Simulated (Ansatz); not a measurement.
A nudged elastic band was laid between two geometries of C3H11PSi (16 atoms, charge 0, multiplicity 1).

These are results of Ansatz, RKS PBE-D4/def2-SVP, not measurements.

- movable images: 3
- climbing image: no
- spring: 5.0 eV/Å²
- optimiser: quadratic models (default)
- start path: through a guess of the saddle point
- force threshold: 0.05 eV/Å
- iteration limit: 60
- end points: relaxed

Image 0:

```xyz
16
Properties=species:S:1:pos:R:3
C -0.660 1.068 1.132
C 0.554 0.248 0.667
C 0.570 -1.160 1.280
Si 0.659 0.179 -1.240
P -1.181 -0.921 -2.042
H -0.660 2.095 0.712
H -0.678 1.159 2.239
H -1.614 0.584 0.832
H 1.481 0.783 0.979
H -0.312 -1.752 0.955
H 0.543 -1.111 2.390
H 1.476 -1.731 0.992
H 0.788 1.572 -1.805
H 1.865 -0.620 -1.665
H -2.025 0.246 -1.966
H -0.831 -0.661 -3.416
```

Image 4:

```xyz
16
Properties=species:S:1:pos:R:3
C -0.653 1.094 1.110
C 0.566 0.285 0.642
C 0.629 -1.100 1.303
Si 0.623 0.146 -1.263
P -1.217 -1.015 -1.972
H -0.646 1.226 2.213
H -1.604 0.578 0.854
H -0.689 2.105 0.653
H 1.489 0.850 0.911
H -0.249 -1.721 1.024
H 0.630 -1.013 2.411
H 1.539 -1.662 1.010
H 0.718 1.517 -1.886
H 1.829 -0.653 -1.688
H -2.077 0.141 -1.916
H -0.911 -0.799 -3.363
```

**Question.** What changes between the two ends?

**Answer.** No bond is made or broken. The dihedral H8–C1–C2–Si4 goes from 65 to -56°. The two ends are copies of one structure, up to a mirror image or an exchange of like atoms.

**Question.** Give the energies along the band, and the barrier.

**Answer.** The forces met the threshold. The highest image is number 2 of 0 to 4, 13.6 kJ/mol above the ends, which have the same energy within 2 meV. No image climbed, so the highest image needn't sit at the top of the path. So few images can step over the top or miss a turn of the path.

```
image  path coordinate (Å)  energy (kJ/mol)  dihedral H8–C1–C2–Si4 (°)
    0                 0.00              0.0                         65
    1                 0.92              6.2                         36
    2                 1.84             13.6                          6
    3                 2.76              6.9                        -25
    4                 3.68              0.0                        -56
```

**Question.** What is the geometry of the highest image?

**Answer.** 
```xyz
16
Properties=species:S:1:pos:R:3
C -0.651 1.124 1.101
C 0.563 0.274 0.639
C 0.602 -1.120 1.290
Si 0.645 0.146 -1.264
P -1.145 -1.074 -2.004
H -0.332 2.055 1.609
H -1.279 0.558 1.820
H -1.325 1.430 0.272
H 1.499 0.808 0.918
H -0.285 -1.725 1.006
H 0.610 -1.043 2.398
H 1.502 -1.694 0.988
H 0.688 1.527 -1.870
H 1.884 -0.600 -1.690
H -2.073 0.010 -1.790
H -0.925 -0.700 -3.379
```

The band took 6 iterations and of the order of 2.6 core-minutes.

Time of the run: 80 s on 2 threads of Intel(R) Xeon(R) Platinum 8259CL CPU @ 2.50GHz (Skylake/Cascade Lake), on a shared host, peak memory 0.21 GiB.
